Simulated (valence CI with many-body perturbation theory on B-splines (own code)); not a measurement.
Os LIV: magnetic and hyperfine properties of the levels

Calculated by configuration interaction combined with many-body perturbation theory (CI+MBPT): five valence electrons over a frozen Dirac-Fock core [Ar], a basis of 7 s, 7 p, 8 d, 6 f, 4 g, 1 h functions for each j, with the one-electron correlation potential Σ1, the two-electron term Σ2, the three-electron term Σ3, Breit, model QED; selected CI, second order for the rest (own B-spline code, finite nucleus).

No measured spectrum was set against this ion. As an estimate, large intervals hold to a few tenths of a per cent, small ones and those within an open d or f shell to about a per cent. Among the levels kept, up to 250 cm⁻¹ of a level comes from second order outside the variational space, and about a tenth of that is noise between levels of different J, which matters for small intervals. The list stops below the first excitations out of the core. Only levels of the ground parity were solved; by the run's estimate the other parity begins above the list, which can be wrong where configurations are misplaced.

A/g_I is the dipole constant over the nuclear g factor μ/I (μ in nuclear magnetons, uniformly magnetised nucleus), B/Q the quadrupole constant per barn. Both hold the static response of the core; the bare values leave it out. Large factors of s and p1/2 electrons are usually good to 5 to 10 %; those of open d and f shells near neutrality can be off by tens of per cent, and small factors of p3/2, d and f electrons come from cancelling terms and can be off by a factor of two or in sign, in half-filled shells by more. B is blank for J = 1/2, where it vanishes, and for nearly pure S terms. Energies count from the lowest level.

Levels are named by their leading jj configuration (3d3/2^4 stands for four electrons in 3d with j = 3/2), which in mixed levels can hold well under half, so a name can repeat and another be missing. Letters in brackets count levels of one name in rising energy.

| Level | E (eV) | g | A/g_I (MHz) | A/g_I bare | B/Q (MHz/b) | B/Q bare |
| --- | --- | --- | --- | --- | --- | --- |
| (3d3/2^4 3d5/2) J=5/2 | 0.00 | 1.269 | 40100 | 41200 | 76900 | 77500 |
| (3d3/2^3 3d5/2^2) J=5/2 [a] | 67.63 | 1.329 | 24100 | 25300 | 28300 | 28500 |
| (3d3/2^3 3d5/2^2) J=7/2 [a] | 79.56 | 1.158 | 47800 | 48500 | 83100 | 83900 |
| (3d3/2^3 3d5/2^2) J=11/2 | 80.77 | 1.096 | 61800 | 62300 | -3000 | -3210 |
| (3d3/2^3 3d5/2^2) J=3/2 [a] | 81.59 | 1.143 | 61200 | 61900 | 68600 | 69300 |
| (3d3/2^3 3d5/2^2) J=9/2 | 86.70 | 1.128 | 55000 | 55600 | 85000 | 85700 |
| (3d3/2^3 3d5/2^2) J=5/2 [b] | 90.70 | 1.127 | 56800 | 57400 | -5420 | -5430 |
| (3d3/2^3 3d5/2^2) J=1/2 | 94.76 | 1.777 | -32100 | -29400 |  |  |
| (3d3/2^3 3d5/2^2) J=7/2 [b] | 95.25 | 1.069 | 67200 | 67600 | -91400 | -92300 |
| (3d3/2^3 3d5/2^2) J=3/2 [b] | 113.37 | 0.798 | 107000 | 106000 | -89600 | -90500 |
| (3d3/2^2 3d5/2^3) J=5/2 [a] | 146.05 | 1.311 | 18600 | 19800 | 4440 | 4500 |
| (3d3/2^2 3d5/2^3) J=7/2 [a] | 155.12 | 1.207 | 40600 | 41400 | -3530 | -3570 |
| (3d3/2^2 3d5/2^3) J=11/2 | 155.40 | 1.087 | 60300 | 60700 | 1300 | 1330 |
| (3d3/2^2 3d5/2^3) J=9/2 [a] | 157.54 | 1.139 | 52000 | 52600 | -7820 | -7900 |
| (3d3/2^2 3d5/2^3) J=13/2 | 160.53 | 1.065 | 64900 | 65300 | -78.1 | -69.9 |
| (3d3/2^2 3d5/2^3) J=1/2 [a] | 162.83 | 0.440 | 173000 | 171000 |  |  |
| (3d3/2^2 3d5/2^3) J=3/2 [a] | 164.04 | 1.160 | 50500 | 51200 | 2210 | 2210 |
| (3d3/2^2 3d5/2^3) J=5/2 [b] | 165.10 | 1.020 | 71600 | 71800 | -7690 | -7740 |
| (3d3/2^2 3d5/2^3) J=9/2 [b] | 170.50 | 1.095 | 59500 | 60000 | 1950 | 1970 |
| (3d3/2^2 3d5/2^3) J=7/2 [b] | 173.02 | 0.979 | 79600 | 79700 | -1890 | -1920 |
| (3d3/2^2 3d5/2^3) J=5/2 [c] | 175.42 | 1.046 | 67300 | 67600 | 7710 | 7750 |
| (3d3/2^2 3d5/2^3) J=3/2 [b] | 175.71 | 0.853 | 98700 | 98400 | 6430 | 6530 |
| (3d3/2^2 3d5/2^3) J=7/2 [c] | 182.12 | 1.027 | 72000 | 72200 | 2170 | 2190 |
| (3d3/2^2 3d5/2^3) J=1/2 [b] | 182.25 | 1.751 | -42700 | -40100 |  |  |
| (3d3/2^2 3d5/2^3) J=9/2 [c] | 191.28 | 1.102 | 58400 | 58900 | 25300 | 25500 |
| (3d3/2^2 3d5/2^3) J=3/2 [c] | 207.31 | 1.177 | 47200 | 47900 | -20900 | -21100 |
| (3d3/2^2 3d5/2^3) J=5/2 [d] | 211.31 | 1.175 | 47000 | 47700 | 18700 | 18900 |
| (3d3/2 3d5/2^4) J=5/2 | 234.82 | 1.235 | 28300 | 29200 | -34600 | -34900 |
| (3d3/2 3d5/2^4) J=7/2 | 244.19 | 1.176 | 46200 | 47000 | -95900 | -96800 |
| (3d3/2 3d5/2^4) J=11/2 | 245.61 | 1.067 | 62900 | 63300 | 1740 | 1950 |
| (3d3/2 3d5/2^4) J=3/2 | 247.50 | 0.990 | 67500 | 67600 | -72700 | -73400 |
| (3d3/2 3d5/2^4) J=9/2 | 253.22 | 1.111 | 55800 | 56300 | -104000 | -105000 |

Take the isotope of mass number 189, with I = 3/2, μ = 0.6576 μN and Q = 0.86 b. What is the hyperfine structure of (3d3/2^3 3d5/2^2) J=1/2?

From the table A = -14100 MHz. Shifts from the centre of gravity in MHz: F = 1: 17600, F = 2: -10600.
